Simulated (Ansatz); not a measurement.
`[SiH3]C1NCS1` + H₂ → `C1NCS1` + SiH₄  (hydrogenolysis of a C–Si bond)

Gas-phase electronic energies from Ansatz, PBE0-D4/def2-TZVP geometries. CCSD(T)/CBS adds triple-zeta CCSD(T) − MP2 to the extrapolated MP2 energy (def2 sets, frozen cores). This one scheme is used for every species. DFT in def2-TZVPP. B3LYP here is the variant with VWN-RPA as its local correlation; programs differ in this. HSE06 is defined as in plane-wave codes.

`[SiH3]C1NCS1`:

```xyz
12

Si   -1.449   -0.423    0.952
C    -0.178   -0.629   -0.431
N     1.190   -0.299    0.023
C     1.234    1.047   -0.555
S    -0.242    0.789   -1.619
H    -1.233    0.897    1.596
H    -2.816   -0.483    0.372
H    -1.298   -1.506    1.962
H    -0.255   -1.600   -0.926
H     1.851   -0.890   -0.467
H     1.050    1.818    0.195
H     2.148    1.279   -1.102
```

H₂:

Cartesian coordinates in Å:
```
H -0.337 -0.105 0.119
H 0.337 0.105 -0.119
```

`C1NCS1`:

```xyz
9

C    -0.315   -0.992   -0.411
N    -0.354    0.458   -0.579
C     0.591    0.825    0.472
S     1.215   -0.890    0.585
H    -0.195   -1.547   -1.344
H    -1.146   -1.415    0.165
H    -1.275    0.860   -0.461
H     1.347    1.549    0.160
H     0.133    1.153    1.413
```

SiH₄:

Cartesian coordinates in Å:
```
Si 0.000 0.000 0.000
H -1.019 0.756 -0.771
H 0.578 0.877 1.049
H 1.078 -0.453 -0.915
H -0.637 -1.180 0.637
```

| level | ΔE (kJ/mol) | difference from CCSD(T)/CBS |
| --- | --- | --- |
| BLYP-D4 | -27.4 | 2.6 |
| r2SCAN0-D4 | -36.0 | -6.0 |
| B2PLYP | -40.8 | -10.8 |
| PBE-QIDH | -37.6 | -7.6 |
| PBE | -38.0 | -8.0 |
| B3LYP | -49.0 | -19.0 |
| r2SCANh | -35.9 | -5.9 |
| HSE06 | -42.8 | -12.8 |
| BHLYP | -53.9 | -23.9 |
| CAM-B3LYP | -48.4 | -18.4 |
| HF/def2-SVP | -70.2 | -40.2 |
| CCSD(T)/def2-SVP | -42.6 | -12.6 |
| CCSD(T)/def2-TZVPP | -34.0 | -4.0 |
| HF/def2-QZVPP | -67.4 | -37.4 |
| HF/CBS(def2) | -67.4 | -37.4 |
| MP2/CBS(def2) | -22.7 | 7.3 |
| CCSD(T)/CBS | -30.0 | 0 |

**Question.** What do rigid-rotor, harmonic-oscillator terms from PBE0-D4/def2-TZVP frequencies (298.15 K, 1 bar) make of the CCSD(T)/CBS value? (An estimate is asked.)

**Answer.** Ansatz gave: ΔZPE = +16.5 kJ/mol, ΔH = -17.8 kJ/mol, ΔS = 22 J/(mol·K), ΔG = -24.3 kJ/mol.

Largest T1 diagnostic among the species: 0.011.

From r2SCAN to r2SCAN0 (25 % exact exchange), in def2-TZVPP and without D4, ΔE moves by −5.3 kJ/mol. Leaving LDA and LC-ωPBE aside and taking each functional with its dispersion term where it has one, the values, not all of them listed here, spread over 17.8 kJ/mol, from B2PLYP to revPBE-D4. LDA lies +8.1 kJ/mol from PBE without D4. At CCSD(T), def2-SVP lies −12.6 kJ/mol from the extrapolated value and def2-TZVPP −4.0 kJ/mol.
